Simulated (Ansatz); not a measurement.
# Pulling the pair apart

The pair of K⁺ (SMILES [K+], atom 1) and SiNH₅ (SMILES [SiH3]N, atoms 2–8), both closed shells, in one local arrangement (a lower one may exist), relaxed at PBE0-D4/def2-TZVP:

```json
{"atom": "K1", "x (Å)": "-0.7326", "y (Å)": "2.2904", "z (Å)": "-1.7479"}
{"atom": "Si2", "x (Å)": "0.1431", "y (Å)": "-0.9287", "z (Å)": "-0.0634"}
{"atom": "N3", "x (Å)": "-0.0277", "y (Å)": "0.7447", "z (Å)": "0.4892"}
{"atom": "H4", "x (Å)": "-1.1713", "y (Å)": "-1.2771", "z (Å)": "-0.6595"}
{"atom": "H5", "x (Å)": "1.1806", "y (Å)": "-0.8830", "z (Å)": "-1.1243"}
{"atom": "H6", "x (Å)": "0.5152", "y (Å)": "-1.8912", "z (Å)": "0.9971"}
{"atom": "H7", "x (Å)": "0.8300", "y (Å)": "1.1039", "z (Å)": "0.8988"}
{"atom": "H8", "x (Å)": "-0.7373", "y (Å)": "0.8411", "z (Å)": "1.2101"}
```

SiNH₅ is shifted rigidly along the line between the mean atom positions of the two fragments (negative: closer). Counterpoise interaction energies in kcal/mol. Computed with Ansatz 0.2.0 (basis: def2-TZVPPD); correlated methods freeze the cores. The outer core shell of Li, Na, Mg and K is correlated. The def2 sets are not built for correlating such inner shells, so the correlated values are less sure here. B3LYP uses VWN-RPA correlation.

```
shift (Å)  r2SCAN-D4  PBE-D4  B3LYP-D4
    -0.28     -14.43  -14.99    -14.99
    -0.14     -16.21  -16.79    -16.91
     0.00     -16.72  -17.33    -17.52
     0.14     -16.47  -17.12    -17.35
     0.34     -15.46  -16.35    -16.75
     0.70     -13.21  -15.35    -16.83
     1.40      -8.67   -9.90    -10.79
     2.81      -4.01   -4.15     -4.42
```

(1) What does CCSD(T) give at these shifts? (An estimate is asked for; the value comes from the calculation.)

The T1 diagnostic stays at or below 0.009.

Answers

(1) Computed: -13.38, -15.53, -16.31, -16.23, -15.33, -12.76, -8.31, -3.89 kcal/mol. For zero shift, CCSD(T) at an estimated basis limit (MP2 extrapolated from triple and quadruple zeta, plus CCSD(T) − MP2 in triple zeta) gives -17.38 kcal/mol. These are counterpoise interaction energies, counted from the two frozen fragments.

For scale, one of the runs: CCSD(T)/def2-TZVPPD, 206 basis functions, launched by `ansatz run in.yaml --threads 2 --pin off --events-out ev --progress --plain --max-ram 5222MiB`. The run took 67 s on 2 CPU threads of an Arm Neoverse V2 (shared host), with 2.6 GiB of host memory at its peak.
